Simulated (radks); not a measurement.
Polarisability of the chromium ion Cr5+, [Ar] 3d1, at imaginary frequency. All-electron calculation, scalar-relativistic Kohn-Sham, LB94 model potential, spin-unpolarised, spherical densities, finite nucleus; Fermi nuclear charge, rms radius 3.6452 fm. Program: a radial shooting solver on a logarithmic mesh with Libxc functionals. Response by self-consistent Sternheimer equations with the Hartree and adiabatic LDA kernel, the relativistic mass of each level held fixed and spin-orbit coupling left out.

w (hartree),alpha1(iw) (bohr^3)
0.00266,1.016
0.0143,1.016
0.0360,1.016
0.0697,1.015
0.118,1.013
0.186,1.009
0.280,0.9998
0.413,0.9818
0.605,0.9460
0.892,0.8775
1.35,0.7538
2.12,0.5593
3.59,0.3242
6.94,0.1313
17.5,0.03132

Static values: alpha1 = 1.016 bohr^3 (0.1505 angstrom^3; uncoupled 1.524). C6 = 1.866, triple-dipole C9 = 1.376 atomic units. One-pole (London) frequency 4 C6 / (3 alpha1^2) = 2.411 hartree, against 3.304 for minus the highest occupied eigenvalue.
